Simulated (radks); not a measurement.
The numbers below are computed, except where a source is named.
Spherical quantum dot in the effective-mass picture: electrons in a parabolic well V = omega^2 r^2 / 2 with omega = 0.243, all in effective atomic units (hartree* = m*/eps^2 hartree, bohr* = eps/m* bohr), one dielectric constant everywhere. Level of theory: non-relativistic Kohn-Sham, PBEsol, spin-polarised, spherical densities (a radial shooting solver with Libxc functionals). Levels are named by radial order and angular momentum (1s, 1p, 1d, 2s, ...), and open shells are averaged over m. Results are scaled to m* = 0.034 and eps = 9, for which hartree* = 11.42 meV and bohr* = 14.01 nm. Each electron was tried in the lowest free levels, single moves between levels near the top were tried too, and the lowest total energy was kept; such a search can miss a lower state. The series stops at N = 9: beyond it a trial failed or the search could not be trusted, so later rows were left out. At N = 1 the Hartree and exchange-correlation terms need not cancel, so that row can carry a self-interaction error.

| N | open shells | 2S | E (meV) | mu = E(N) - E(N-1) (meV) | addition energy mu(N+1) - mu(N) (meV) | rms radius (nm) |
|---|---|---|---|---|---|---|
| 1 | 1s(up 1, down 0) | 1 | 4.21944 | 4.2194 | 3.822 | 35.08 |
| 2 | none | 0 | 12.2610 | 8.0416 | 4.739 | 39.27 |
| 3 | 1p(up 1, down 0) | 1 | 25.0414 | 12.780 | 2.405 | 44.94 |
| 4 | 1p(up 2, down 0) | 2 | 40.2266 | 15.185 | 2.380 | 48.57 |
| 5 | 1p(up 3, down 0) | 3 | 57.7917 | 17.565 | 2.867 | 51.43 |
| 6 | 1p(up 3, down 1) | 2 | 78.2239 | 20.432 | 2.077 | 54.07 |
| 7 | 1p(up 3, down 2) | 1 | 100.733 | 22.509 | 2.076 | 56.35 |
| 8 | none | 0 | 125.318 | 24.585 | 3.477 | 58.41 |
| 9 | 1d(up 1, down 0) | 1 | 153.380 | 28.062 | - | 60.77 |

All shells are closed at N = 2, 8 (there: 1s2 1p6); the second difference of the energy has clear peaks (12 % above both neighbours; the first and last values, which can be the largest, are not judged, and half-filled shells can peak too) at N = 2, 5.
